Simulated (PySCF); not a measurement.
**H₄MoO + Cl₂ → H₂MoO + 2 HCl**

Level: PBE0 in the def2-TZVP basis family, computed in PySCF with density fitting; scalar-relativistic core potentials for atoms from Rb on, none lighter, no spin–orbit coupling; open shells unrestricted.

| species | state and structure | E (Eh) | ZPE (kJ/mol) | H(298 K) − H(0) (kJ/mol) | S° (J/(mol K)) |
| --- | --- | --- | --- | --- | --- |
| H₄MoO | singlet, Cs, Mo–H 1.654 Å (×2), Mo–H 1.709 Å (×2), Mo–O 1.643 Å; H–Mo–H 58.4°, H–Mo–H 66.0° (×2), H–Mo–H 118.6° (×2), H–Mo–H 130.5°, H–Mo–O 101.8° (×2), H–Mo–O 113.3° (×2) | -145.73279 | 83.7 | 12.4 | 269.4 |
| Cl₂ | singlet, D∞h, Cl–Cl 1.982 Å | -920.08940 | 3.5 | 9.1 | 222.5 |
| H₂MoO | triplet, C2v, Mo–H 1.737 Å (×2), Mo–O 1.648 Å; H–Mo–H 125.4°, H–Mo–O 117.3° (×2) | -144.53235 | 37.6 | 12.1 | 269.4 |
| HCl | singlet, C∞v, H–Cl 1.279 Å | -460.66440 | 17.9 | 8.7 | 186.6 |

(1) What is the electronic reaction energy?

(2) Add zero-point, thermal and entropy terms for 298.15 K and 1 bar.

## Answers

(1) At PBE0/def2-TZVP, ΔE = -102.3 kJ/mol from the differences of the total energies times 2625.5, downhill. 

(2) ΔZPE = -13.8 and Δ[H(298) − H(0)] = 8.0 kJ/mol give ΔH° = -108.1 kJ/mol. ΔS° = 150.7 J/(mol K), so ΔG° = -108.1 − 298.15 × (0.1507) = -153 kJ/mol.

Open d or f shells are single determinants, so the state found may not be the ground state. Each species is the lowest minimum found with this bonding; other isomers or fragments can lie lower.
